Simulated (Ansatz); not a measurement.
Calculated with Ansatz (gas phase, PBE0-D4/def2-TZVP geometries, no zero-point term in ΔE). CCSD(T)/CBS is the MP2 limit (def2-TZVPP, def2-QZVPP) plus CCSD(T) − MP2 in def2-TZVPP, frozen cores. This one scheme is used for every species. DFT in def2-TZVPP. B3LYP here is the variant with VWN-RPA as its local correlation; programs differ in this. Each species was taken in one conformer, which may not be the lowest.

Reaction (cleavage of the Si–Si bond): `O[Si]([SiH3])(Cl)Cl` + CH₃OH → `CO[Si](O)(Cl)Cl` + SiH₄

```
             level  ΔE (kJ/mol)  difference from CCSD(T)/CBS
            PBE-D4        -93.3                         23.9
         r2SCAN-D4       -115.7                          1.5
           PBE0-D4       -101.6                         15.6
          B3LYP-D4       -115.6                          1.6
           ωB97X-V       -116.6                          0.6
           ωB97M-V       -122.1                         -4.9
            B2PLYP       -120.6                         -3.4
               PBE        -92.1                         25.1
            r2SCAN       -115.2                          2.0
              PBE0       -100.8                         16.4
             B3LYP       -113.9                          3.3
     HF/def2-TZVPP       -137.3                        -20.1
    MP2/def2-TZVPP       -126.4                         -9.2
SCS-MP2/def2-TZVPP       -127.9                        -10.7
   CCSD/def2-TZVPP       -123.1                         -5.9
CCSD(T)/def2-TZVPP       -121.0                         -3.8
     HF/def2-QZVPP       -138.7                        -21.5
    MP2/def2-QZVPP       -124.7                         -7.5
SCS-MP2/def2-QZVPP       -126.2                         -9.0
      HF/CBS(def2)       -138.9                        -21.7
     MP2/CBS(def2)       -122.6                         -5.4
    CCSD/CBS(def2)       -119.3                         -2.1
       CCSD(T)/CBS       -117.2                            0
```

Largest T1 diagnostic among the species: 0.011.

In def2-TZVPP, CCSD(T) changes the Hartree–Fock value by +16.2 kJ/mol (the triples alone add +2.1 kJ/mol) and MP2 by +10.9 kJ/mol. From PBE to PBE0 (25 % exact exchange), in def2-TZVPP and without D4, ΔE moves by −8.7 kJ/mol.
